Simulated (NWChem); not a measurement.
## Correlation energy of silicon dioxide molecule (O$_{2}$Si)

```
Si
O 1 1.5184
O 1 1.5184 2 180.00
```
Charge 0, spin multiplicity 1.

Program: NWChem. The geometry was optimised at PBE0/def2-SVP, a minimum by its harmonic frequencies.

Basis set: 3-21G. Each correlation energy counts from its own Hartree-Fock reference.

The correlated methods keep 7 core orbitals frozen. No row is a measurement; the coupled-cluster row has its own basis-set and correlation limits.

For the correlation energy, MP2 gives -334.1 mHa and SCS-MP2 gives -319.1 mHa. What do CCSD, CCSD+T(CCSD), CCSD(T) give?

CCSD: -316.1 mHa; CCSD+T(CCSD): -343.9 mHa; CCSD(T): -338.1 mHa.
